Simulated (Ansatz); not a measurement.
Reaction (redistribution): `C[N](C)[InH2]` + `N=C(O)BN` → `C[N](C)[InH][OH]` + `N=CBN`

Isolated molecules relaxed with PBE0-D4/def2-TZVP in Ansatz; ΔE leaves out vibrations. CCSD(T)/CBS adds triple-zeta CCSD(T) − MP2 to the extrapolated MP2 energy (def2 sets, frozen cores). DFT in def2-TZVPP. B3LYP here is the variant with VWN-RPA as its local correlation; programs differ in this. HSE06 is defined as in plane-wave codes. Elements past krypton have def2 core potentials. For In outer-core shells are correlated without core-valence functions, which leaves a few kJ/mol of doubt a bond. One conformer a species, not always the lowest.

`C[N](C)[InH2]`:

```xyz
12

C    -0.645   -1.062    0.695
N     0.027    0.002   -0.001
C    -0.892    0.894   -0.657
In    2.033    0.222   -0.050
H     0.072   -1.726    1.184
H    -1.326   -0.677    1.470
H    -1.256   -1.674    0.013
H    -1.584    1.366    0.058
H    -0.360    1.692   -1.180
H    -1.513    0.367   -1.398
H     2.884   -0.983    0.819
H     2.559    1.578   -0.952
```

`N=C(O)BN`:

Z-matrix (Å, degrees):
```
C
O 1 1.354
B 1 1.581 2 114.3
N 1 1.268 2 118.5 3 -180.0
H 2 0.968 1 106.6 3 180.0
N 3 1.379 1 119.0 2 -0.1
H 3 1.196 1 120.0 2 179.9
H 4 1.016 1 110.2 2 180.0
H 6 1.005 3 123.9 1 -180.0
H 6 1.008 3 121.4 1 0.0
```

`C[N](C)[InH][OH]`:

Z-matrix (Å, degrees):
```
C
N 1 1.440
H 1 1.092 2 110.8
H 1 1.101 2 111.5 3 120.2
H 1 1.101 2 111.5 3 -120.2
C 2 1.437 1 113.4 3 180.0
In 2 1.999 1 121.7 3 0.0
H 6 1.102 2 111.8 1 -59.8
H 6 1.102 2 111.8 1 59.8
H 6 1.093 2 111.3 1 -180.0
O 7 1.992 2 106.0 1 -0.1
H 7 1.698 2 129.1 1 -179.9
H 11 0.959 7 113.8 2 -179.8
```

`N=CBN`:

Z-matrix (Å, degrees):
```
C
B 1 1.572
N 1 1.273 2 120.7
H 1 1.106 2 118.7 3 180.0
N 2 1.388 1 118.9 3 -179.9
H 2 1.194 1 121.2 3 0.1
H 3 1.022 1 111.4 2 180.0
H 5 1.005 2 123.2 1 180.0
H 5 1.007 2 123.3 1 0.0
```

| level | ΔE (kJ/mol) | difference from CCSD(T)/CBS |
| --- | --- | --- |
| LDA (SPW92) | 24.7 | 49.9 |
| PBE-D4 | -0.4 | 24.8 |
| revPBE-D4 | -1.7 | 23.5 |
| BLYP-D4 | -10.9 | 14.3 |
| r2SCAN-D4 | -2.6 | 22.6 |
| B97M-V | 0.2 | 25.4 |
| PBE0-D4 | 0.2 | 25.4 |
| B3LYP-D4 | -9.1 | 16.1 |
| r2SCANh-D4 | -2.0 | 23.2 |
| r2SCAN0-D4 | -1.1 | 24.1 |
| HSE06-D4 | 0.1 | 25.3 |
| BHLYP-D4 | -9.7 | 15.5 |
| CAM-B3LYP-D4 | -5.9 | 19.3 |
| ωB97X-V | -7.5 | 17.7 |
| ωB97M-V | -6.5 | 18.7 |
| revPBE | -8.6 | 16.6 |
| BLYP | -14.2 | 11.0 |
| r2SCAN | -2.8 | 22.4 |
| PBE0 | -0.7 | 24.5 |
| B3LYP | -11.1 | 14.1 |
| r2SCANh | -2.2 | 23.0 |
| r2SCAN0 | -1.3 | 23.9 |
| HSE06 | -0.7 | 24.5 |
| CAM-B3LYP | -6.7 | 18.5 |
| LC-ωPBE | -4.9 | 20.3 |
| RPA@PBE/def2-TZVPP | -16.7 | 8.5 |
| HF/def2-SVP | 7.9 | 33.1 |
| MP2/def2-SVP | -0.1 | 25.1 |
| CCSD/def2-SVP | 1.6 | 26.8 |
| CCSD(T)/def2-SVP | 4.0 | 29.2 |
| HF/def2-TZVPP | -13.4 | 11.8 |
| SCS-MP2/def2-TZVPP | -23.0 | 2.2 |
| CCSD/def2-TZVPP | -16.9 | 8.3 |
| CCSD(T)/def2-TZVPP | -16.1 | 9.1 |
| HF/def2-QZVPP | -15.1 | 10.1 |
| MP2/def2-QZVPP | -26.1 | -0.9 |
| SCS-MP2/def2-QZVPP | -28.5 | -3.3 |
| HF/CBS(def2) | -15.4 | 9.8 |
| MP2/CBS(def2) | -29.4 | -4.2 |
| CCSD/CBS(def2) | -26.0 | -0.8 |
| CCSD(T)/CBS | -25.2 | 0 |

Task: What do rigid-rotor, harmonic-oscillator terms from PBE0-D4/def2-TZVP frequencies (298.15 K, 1 bar) make of the CCSD(T)/CBS value? (Estimate.)

Result: The calculation gave: ΔZPE = +2.6 kJ/mol, ΔH = -20.0 kJ/mol, ΔS = 23 J/(mol·K), ΔG = -26.8 kJ/mol.

Largest T1 diagnostic among the species: 0.017.

At CCSD(T), def2-SVP lies +29.2 kJ/mol from the extrapolated value and def2-TZVPP +9.1 kJ/mol. Leaving LDA and LC-ωPBE aside and taking each functional with its dispersion term where it has one, the values, not all of them listed here, spread over 16.0 kJ/mol, from B2PLYP to PBE0-D4. LDA lies +26.3 kJ/mol from PBE without D4.
